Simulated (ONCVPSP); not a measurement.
**gadolinium: variants of one ONCV potential**

Base potential:

ONCVPSP 4.0.1 input, shortened (lines: element, Z, core and valence counts, functional; n l f; lmax; l rc ep ncon nbas qcut; lloc lpopt rc5 dvloc0; l nproj debl; icmod fcfact rcfact), PBEsol, fully relativistic:

```
  Gd 64.00    9    6  -116133      upf
    1    0    2.00
    2    0    2.00
    2    1    6.00
    3    0    2.00
    3    1    6.00
    3    2   10.00
    4    0    2.00
    4    1    6.00
    4    2   10.00
    4    3    7.00
    5    0    2.00
    5    1    6.00
    5    2    1.00
    6    0    1.50
    6    1    0.50
    3
    0    1.80    0.00    4    8    6.70
    1    2.65    0.00    4    8    5.10
    2    2.50    0.00    5   10    4.40
    3    1.10    0.00    4    9   16.90
    4    5    0.90    0.00
    0    2    1.80
    1    2    3.90
    2    3    1.00
    3    1    0.70
    1    0.70    0.00
```

Open shells are filled in proportion to 2j + 1.

Cutoffs, loose and tight: the cutoffs (Ha) at which the residual kinetic energy of the hardest occupied pseudo-wave falls to 1 and 0.1 mHa per electron. They do not see the model core or the augmentation charge, which bear on the density cutoff. Test errors are all-electron minus pseudo excitation energies from the reference, over the configurations 4f7 5s2 5p6 5d1 6s2 6p0; 4f7 5s2 5p6 5d1 6s1 6p0; 4f7 5s2 5p6 5d1 6s0 6p0; 4f6 5s2 5p6 5d0 6s0 6p0. A dash means not determined; rows that change the core or the reference have their own tests. The largest error is taken over the tests solved by every variant that gives reliable tests at all: 4f7 5s2 5p6 5d1 6s0 6p0; 4f7 5s2 5p6 5d1 6s1 6p0; 4f7 5s2 5p6 5d1 6s2 6p0.

A true bound ghost makes a file unfit for plane-wave use even where its test errors are small: the radial tests pick states by their node count and pass the ghost by.

| change | outcome | cutoff, loose | cutoff, tight | bound ghosts | GHOST(+) flags above zero | largest test error (meV) |
| --- | --- | --- | --- | --- | --- | --- |
| base | generated | 114 Ha | 125 Ha | s, p3/2, p1/2 | d3/2 | +0.3 |
| f: rc 0.86; local potential polynomial inside 0.86 bohr (lpopt 5, dvloc0 0 Ha) | generated | 138 Ha | 408 Ha | s, p3/2, p1/2 | d5/2 | +0.2 |
| s: qcut 5.5; p: qcut 4.2; d: qcut 3.6; f: qcut 14 | generated | 91 Ha | 158 Ha | s, p3/2, d3/2 | d5/2, p1/2 | 4 of 4 tests not solved or not reliable |
| core correction polynomial model core, fcfact 1.12 | generated | 114 Ha | 125 Ha | s, p3/2, p1/2 | d3/2 | +0.3 |
| scalar-relativistic | generated | 114 Ha | 124 Ha | s, p | none | -4.6 |
| core correction none | generated | 114 Ha | 125 Ha | s, p3/2, p1/2 | d3/2 | +0.4 |
| local potential polynomial inside 0.70 bohr (lpopt 2, dvloc0 0 Ha) | generated | 114 Ha | 125 Ha | s, p3/2 | d5/2, p1/2, d3/2 | +0.2 |
